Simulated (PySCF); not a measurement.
# Deuteron quadrupole couplings in `C=C(C)C1C[SiH2]C1`

Compound: C6H12Si.
Geometry (GFN2-xTB, Å), atoms numbered from 1 in this order:
```xyz
19
C6H12Si angstrom
C     -1.690    0.730    0.304
C     -0.973    0.070   -0.592
C     -1.537   -0.343   -1.918
C      0.458   -0.312   -0.338
C      1.363    0.900    0.014
Si     1.728    0.198    1.750
C      0.647   -1.156    0.952
H     -1.280    1.023    1.256
H     -2.716    1.002    0.122
H     -2.573   -0.029   -2.021
H     -1.486   -1.426   -2.026
H     -0.955    0.100   -2.727
H      0.844   -0.844   -1.210
H      0.830    1.847   -0.032
H      2.220    0.980   -0.652
H      3.118   -0.162    2.035
H      1.141    0.922    2.880
H      1.146   -2.103    0.754
H     -0.297   -1.385    1.443
```

Level: PBE0/pcSseg-1 (PySCF, non-relativistic); Q(2H) = 0.00286 b; rigid geometry, the same for H and D, with no vibrational averaging.

Problem. Rank these positions by the coupling χzz of a deuteron there, largest first.
A. H19 (methylene hydrogen)
B. H8 (vinylic hydrogen)
C. H17 (Si–H hydrogen)
D. H13 (methine hydrogen)
E. H11 (methyl hydrogen)

Solution. B (227 kHz), A (214 kHz), E (209 kHz), D (202 kHz), C (110 kHz).

Problem. Give the electric field gradient Vzz (the principal value of largest size), its asymmetry and the 2H coupling at each hydrogen.

Solution. 
| atom | bonded to | bond length (Å) | Vzz (au) | η | χzz (kHz) |
| --- | --- | --- | --- | --- | --- |
| H8 | C1 | 1.077 | 0.3383 | 0.07 | 227 |
| H9 | C1 | 1.077 | 0.3394 | 0.07 | 228 |
| H10 | C3 | 1.087 | 0.3150 | 0.03 | 212 |
| H11 | C3 | 1.090 | 0.3109 | 0.02 | 209 |
| H12 | C3 | 1.090 | 0.3106 | 0.02 | 209 |
| H13 | C4 | 1.092 | 0.3007 | 0.03 | 202 |
| H14 | C5 | 1.088 | 0.3185 | 0.04 | 214 |
| H15 | C5 | 1.088 | 0.3218 | 0.04 | 216 |
| H16 | Si6 | 1.464 | 0.1629 | 0.00 | 109 |
| H17 | Si6 | 1.464 | 0.1632 | 0.01 | 110 |
| H18 | C7 | 1.088 | 0.3216 | 0.04 | 216 |
| H19 | C7 | 1.088 | 0.3186 | 0.04 | 214 |

Problem. Average by the element that carries the hydrogen.

Solution. on C: 215 kHz over 10 positions, mean bond length 1.087 Å; on Si: 110 kHz over 2 positions, mean bond length 1.464 Å.

Problem. How does χzz go with the bond length over the 10 C–H bonds?

Solution. A straight-line fit has a slope of -14.6 kHz for each 0.01 Å, with a correlation coefficient of -0.95, over lengths from 1.077 to 1.092 Å. The longer bonds have the smaller couplings here.

Isolated species at its GFN2-xTB geometry (one conformer only). GFN2-xTB bond lengths can be off by several hundredths of an ångström, more for odd bonds, and the gradients follow them. With a basis this small, the couplings can be 20 % off.

The run behind these numbers computed NMR shieldings as well. The run took 53 s wall on Intel Xeon at 2.70 GHz, one thread, shared host with 64 logical CPUs at a one-minute load of 62, and the process peaked at 0.85 GiB of memory.
